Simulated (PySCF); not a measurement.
Gas-phase reaction: 2 SiF(OH)3 + SiF4 = (H2SiO)3 + O3 + 3 F2

Method: PySCF energies plus ideal-gas RRHO corrections (1 bar). † marks an energy on the PBE0/def2-TZVP geometry and frequencies; other levels use their own. All species are closed-shell singlets. B3LYP is the form with VWN-RPA correlation. No R ln 2 is added for the mirror-image form of SiF(OH)3. SiF(OH)3, (H2SiO)3: computed as isolated molecules; such fragments, hydroxides, amides, oligomers or adducts are transient or little studied in the gas. The harmonic model lacks anharmonicity and excited electronic states, which grow with temperature; levels with a mode under 35 cm⁻¹ are left out. Strong static correlation: O3. Internal rotation in SiF(OH)3 is treated as a harmonic vibration of one conformer, which makes the entropy rough. Soft modes under 120 cm⁻¹ make the harmonic entropy rough for (H2SiO)3. Warning, point group unlike the PBE0 one: SiF(OH)3 (PBE/def2-SVP).

```json
[
 {"level": "B3LYP/def2-TZVP†", "ΔE electronic, kJ": "3323", "ΔH°(298 K), kJ": "3269", "ΔS°(298 K), J/K": "256", "ΔG°(1400 K), kJ": "2938"},
 {"level": "PBE/def2-SVP", "ΔE electronic, kJ": "3010", "ΔH°(298 K), kJ": "2956", "ΔS°(298 K), J/K": "233", "ΔG°(1400 K), kJ": "2655"},
 {"level": "PBE0/def2-TZVP", "ΔE electronic, kJ": "3348", "ΔH°(298 K), kJ": "3294", "ΔS°(298 K), J/K": "256", "ΔG°(1400 K), kJ": "2963"},
 {"level": "LDA/def2-TZVP†", "ΔE electronic, kJ": "3326", "ΔH°(298 K), kJ": "3272", "ΔS°(298 K), J/K": "256", "ΔG°(1400 K), kJ": "2941"},
 {"level": "ωB97M-V/def2-TZVP†", "ΔE electronic, kJ": "3401", "ΔH°(298 K), kJ": "3347", "ΔS°(298 K), J/K": "256", "ΔG°(1400 K), kJ": "3016"},
 {"level": "ωB97X-V/def2-TZVP†", "ΔE electronic, kJ": "3347", "ΔH°(298 K), kJ": "3293", "ΔS°(298 K), J/K": "256", "ΔG°(1400 K), kJ": "2962"}
]
```
ΔH° is lowest at PBE/def2-SVP and highest at ωB97M-V/def2-TZVP†. No reference value is set beside these.
